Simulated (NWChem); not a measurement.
System: Si₂NH₆OF; SMILES N[SiH2][Si@@H](O)F

```xyz
11

N     -0.5369     2.4622     0.1408
Si     0.6718     1.2642    -0.2141
Si    -0.0315    -0.9143     0.3072
O     -1.4859    -1.0985    -0.4746
F      1.0264    -2.0330    -0.2387
H     -0.6101     2.8086     1.0910
H     -1.4600     2.3525    -0.2664
H      1.0144     1.2956    -1.6696
H      1.8866     1.6026     0.5890
H     -0.1913    -1.2194     1.7649
H     -1.9930    -1.8954    -0.2905
```
Atoms are numbered in this order, from 1.

All runs: NWChem. Geometry: optimised at PBE0/def2-SVP. GIAO values for the isolated, static molecule; σ is the absolute isotropic shielding, δ = σ(reference) − σ with the isolated reference molecule computed at the same levels (19F: trichlorofluoromethane, 1H: tetramethylsilane, 15N: ammonia, 17O: water, 29Si: tetramethylsilane).

Question: Estimate the computed values for KT2/pcSseg-1. Quantities: δ N1 (ppm); δ Si3 (ppm); δ O4 (ppm); δ F5 (ppm); δ H6 (ppm); δ H7 (ppm); δ H11 (ppm).

Answer: 
| Property | Value |
|---|---|
| δ N1 (ppm) | -8.8 |
| δ Si3 (ppm) | -0.2 |
| δ O4 (ppm) | 70.4 |
| δ F5 (ppm) | -170.2 |
| δ H6 (ppm) | -0.58 |
| δ H7 (ppm) | -0.70 |
| δ H11 (ppm) | 2.34 |
